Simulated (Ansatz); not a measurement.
The same path of F$_{4}$GeH$_{2}$O (8 atoms, charge 0, multiplicity 1) was run twice with different band settings. Lost on the way: Ge1–F2, O6–H8. Made: F2–H8.

The calculation used RKS PBE/def2-SVP (Ansatz 0.2.0).

Relaxed end points:

```xyz
8
Properties=species:S:1:pos:R:3
Ge 0.011 0.058 0.012
F 0.267 -0.006 1.741
F 1.655 -0.052 -0.537
F -0.463 1.578 -0.662
F -0.642 -1.391 -0.719
O -2.105 0.059 0.787
H -2.424 -0.808 0.460
H -1.961 -0.068 1.748
```

```xyz
8
Properties=species:S:1:pos:R:3
Ge -0.389 -0.077 -0.247
F -0.215 0.841 2.015
F 1.164 -0.695 0.178
F -0.341 1.601 -0.644
F -0.777 -0.874 -1.745
O -1.738 -0.575 0.813
H -2.346 -1.186 0.355
H -1.021 0.336 2.106
```

Common settings: spring 5.0 eV/Å²; optimiser quadratic models (default); start path through a guess of the saddle point; force threshold 0.05 eV/Å; iteration limit 60; end points relaxed.

| run | movable images | climbing image |
| --- | --- | --- |
| 1 | 7 | yes |
| 2 | 3 | no |

(1) What does each run give, and how far can it be trusted?

Results:

(1) Run 1: converged after 13 iterations, highest image 0.675 eV above the first end. A vibrational analysis at the climbing image gives one clearly imaginary mode, 529i cm⁻¹: a first-order saddle point.
Run 2: converged after 16 iterations, highest image 0.591 eV above the first end. No image climbed, so the highest image needn't sit at the top of the path. So few images can step over the top or miss a turn of the path.
The orbitals stay closed-shell, which can raise the energy where a bond breaks towards radicals; this wasn't checked here.
